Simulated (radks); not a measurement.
The numbers below are computed, except where a source is named.
Task: Ir11+, 66 electrons, occupied as [Kr] 4d10 4f14 5s2 5p4. Code: a radial shooting solver on a logarithmic mesh with Libxc functionals. Model: Dirac Kohn-Sham, BLYP, spin-unpolarised, spherical densities, finite nucleus; open shells fill j = l - 1/2 first; Fermi nuclear charge, rms radius 5.4032 fm.

Spin-orbit splittings of the eigenvalues, e(l+1/2) - e(l-1/2), with zeta = 2 splitting/(2l+1) and mean radii in bohr:

| shell | occ. | splitting (eV) | zeta (eV) | <r> j=l-1/2 | <r> j=l+1/2 |
|---|---|---|---|---|---|
| 2p | 6 | 1628 | 1085 | 0.06016 | 0.06847 |
| 3p | 6 | 356.7 | 237.8 | 0.1800 | 0.1953 |
| 3d | 10 | ? | ? | 0.1704 | 0.1751 |
| 4p | 6 | 84.56 | 56.37 | 0.4262 | 0.4597 |
| 4d | 10 | 15.75 | 6.300 | 0.4703 | 0.4814 |
| 4f | 14 | 3.219 | 0.9199 | 0.5179 | 0.5244 |
| 5p | 4 | 17.01 | 11.34 | 0.9826 | 1.049 |
| 5d | 0 | 2.682 | 1.073 | 1.200 | 1.220 |

Estimate the 3d splitting.

Result: 77.13 eV (zeta = 30.85 eV).
